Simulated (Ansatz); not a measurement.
```yaml
crystal:
  periodic: [false, false, false]
  atoms:
    - {symbol: C, position_ang: [-1.633491, -0.551611, -0.136785]}
    - {symbol: Sn, position_ang: [0.277046, 0.358546, -0.271429]}
    - {symbol: N, position_ang: [1.835547, -0.216809, 0.886326]}
    - {symbol: F, position_ang: [0.844111, 0.137715, -2.064330]}
    - {symbol: F, position_ang: [0.028690, 2.259457, 0.004734]}
    - {symbol: H, position_ang: [-1.997788, -0.442393, 0.929104]}
    - {symbol: H, position_ang: [-1.567918, -1.603292, -0.299938]}
    - {symbol: H, position_ang: [-2.280955, -0.114400, -0.848988]}
    - {symbol: H, position_ang: [2.574952, -0.430000, 0.312795]}
    - {symbol: H, position_ang: [2.083299, 0.459702, 1.536040]}
basis:
  gaussian: {orbitals: def2-mTZVPP, point_charges: [{charge: 1.00, position_ang: [7.464, -0.343, 0.463]}]}
hamiltonian: {xc: {name: HF}}
correlation: {active_space: {window: {electrons: 3, orbitals: 2}}}
accuracy: high
```

```sh
$ ansatz run in.yaml --threads 4 --pin off --events-out ev --progress --plain --max-ram 10444MiB
```

Output, abridged:

```
Functional definition: HF
3221 factors; integrals over basis functions are off by at most 2.4e-8 eV
mean field evaluation 1: about -13808.7661 eV, gradient 5.2e1 eV
mean field evaluation 2: about -13808.8452 eV, gradient 5.3e1 eV
mean field evaluation 4: about -13813.6956 eV, gradient 3.1e0 eV
mean field evaluation 8: about -13813.7418 eV, gradient 3.5e-1 eV
mean field evaluation 16: about -13813.7422 eV, gradient 1.0e-8 eV
mean field -13813.74218696 eV, -507.6456620798 hartree, gradient 1.0e-8 eV, S^2 0.000000; 0 other end points of the search recorded, 0 dependent functions left out
reference -13813.74218696 eV, -507.6456620798 hartree; 29, 29 occupied and 123, 123 virtual orbitals, 3221 factors
Error: 3 electrons in 2 orbitals form no window around the highest filled level of the reference
```

(1) What is wrong with this run?

Results:

(1) The active space doesn't fit the electrons. The run stopped with an error.
